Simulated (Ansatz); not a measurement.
Calculated with Ansatz (gas phase, PBE0-D4/def2-TZVP geometries, no zero-point term in ΔE). CCSD(T)/CBS adds triple-zeta CCSD(T) − MP2 to the extrapolated MP2 energy (def2 sets, frozen cores). This one scheme is used for every species. One conformer a species, not always the lowest.

Consider the silylene formation by 1,1-elimination: `O[SiH2]C(O)Cl` → `OC(O)Cl` + `[SiH2]`.

| species | CCSD/CBS(def2) energy (Eh) |
| --- | --- |
| `O[SiH2]C(O)Cl` | -940.26610 |
| `OC(O)Cl` | -649.94264 |
| `[SiH2]` | -290.18637 |

Work out ΔE.

ΔE = (-649.94264) + (-290.18637) − (-940.26610) = 0.13709 Eh = +86.0 kcal/mol. CCSD(T)/CBS gives +86.9 kcal/mol.

What do rigid-rotor, harmonic-oscillator terms from PBE0-D4/def2-TZVP frequencies (298.15 K, 1 bar) make of the CCSD(T)/CBS value? (An estimate is asked.)

The calculation gave: ΔZPE = -3.2 kcal/mol, ΔH = +84.6 kcal/mol, ΔS = 152 J/(mol·K), ΔG = +73.7 kcal/mol.

Largest T1 diagnostic among the species: 0.014.

Leaving LDA and LC-ωPBE aside and taking each functional with its dispersion term where it has one, the values, not all of them listed here, spread over 7.7 kcal/mol, from BLYP-D4 to r2SCAN0-D4. LDA lies +6.9 kcal/mol from PBE without D4. In def2-TZVPP, CCSD(T) changes the Hartree–Fock value by +2.6 kcal/mol (the triples alone add +0.9 kcal/mol) and MP2 by +8.8 kcal/mol.
